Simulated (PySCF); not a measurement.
**Question.** Give a PBE0-D3(BJ)/def2-SVP geometry of `N#C[C@@H]1C[SiH2]1`.

**Answer.** 
```
atom  x, y, z in Å
N1    -1.140    1.757    1.985
C2    -0.774    1.266    0.999
C3    -0.306    0.633   -0.197
C4    -0.544   -0.885   -0.376
Si5    1.246   -0.442   -0.186
H6    -0.457    1.244   -1.096
H7    -0.942   -1.187   -1.350
H8    -1.043   -1.382    0.463
H9     2.112   -0.368   -1.386
H10    1.911   -0.675    1.115
```

Orientation and origin are arbitrary. Atoms count from 1 in this order. Si5 (SiH2 silicon) has angles from 48.8° to 119.6°. The C–Si distances run from 1.853 Å (C4–Si5, drawn single) to 1.888 Å (C3–Si5, drawn single), a spread of 0.035 Å. The 3-membered ring C3–C4–Si5 has internal angles of 48.8° to 66.8°. The C–C distances run from 1.433 Å (C2–C3, drawn single) to 1.547 Å (C3–C4, drawn single), a spread of 0.114 Å.

Bonds between heavy atoms (Å): N1≡C2 1.160, C2–C3 1.433, C3–C4 1.547, C4–Si5 1.853, C3–Si5 1.888.

Computed with PBE0-D3(BJ)/def2-SVP geometry optimisation, gas phase (PySCF 2.14.0).

Point group: C1 (no symmetry element, even within 0.4 Å). Not checked by PBE0-D3(BJ)/def2-SVP frequencies.
